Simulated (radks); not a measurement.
Q: These are the eigenvalues of the occupied orbitals of an atom or ion with whole-number occupations (eV). Method: Dirac Kohn-Sham, BLYP, spin-unpolarised, spherical densities, finite nucleus; Fermi nuclear charge, rms radius of each element as measured or else 0.836 A^(1/3) + 0.57 fm; computed with a radial shooting solver on a logarithmic mesh with Libxc functionals.

orbital  eigenvalue
1s1/2     -65226.38
2s1/2     -11182.63
2p1/2     -10684.75
2p3/2     -9492.553
3s1/2     -2579.167
3p1/2     -2357.889
3p3/2     -2102.409
3d3/2     -1726.914
3d5/2     -1671.181
4s1/2     -552.0228
4p1/2     -461.2956
4p3/2     -402.8126
4d3/2     -253.5050
4d5/2     -242.7983
5s1/2     -107.4700
5p1/2      -81.3582
5p3/2      -73.1754
4f5/2      -58.5969
4f7/2      -56.8420

Which element is it, and in what charge state? The configuration may be excited. Open shells, if any, are shared by 2j + 1.

A: Z = 72, hafnium, charge +4: Hf4+ in [Xe] 4f14. The list shows which subshells hold electrons but not how many an open one holds; the 1s level, -2397 hartree, gives Z - s = 69.2 by -(Z - s)^2/2, which with screening and relativity narrows Z to a few neighbours, and the depths of the outer levels then fix element, charge and occupations together.
